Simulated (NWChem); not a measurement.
Molecule: CH₂F₄Si; SMILES FC[Si](F)(F)F

```xyz
8

F     -0.2594     2.2657     0.0000
C      0.7641     1.3173     0.0000
Si     0.0145    -0.4021     0.0000
F     -0.8877    -0.6482     1.2885
F     -0.8877    -0.6482    -1.2885
F      1.1910    -1.4802     0.0000
H      1.3941     1.4711     0.8859
H      1.3941     1.4711    -0.8859
```
Atoms are numbered in this order, from 1.

Results from NWChem. Pople sets run with spherical d functions. STO-3G and 3-21G are far too small for this property and stand as cheap habits. The geometry was optimised at B3LYP/6-31G* (spherical d). Field at 589 nm.

```tsv
level	isotropic polarisability (bohr³)	anisotropy (bohr³)
B3LYP/STO-3G	___	2.5
B3LYP/6-31G*	29.0	2.9
B3LYP/def2-SVP	28.2	2.5
B3LYP/def2-SVPD	37.1	4.4
```

### Question
Complete the blanks.

### Answer

- B3LYP/STO-3G, isotropic polarisability (bohr³): 17.1
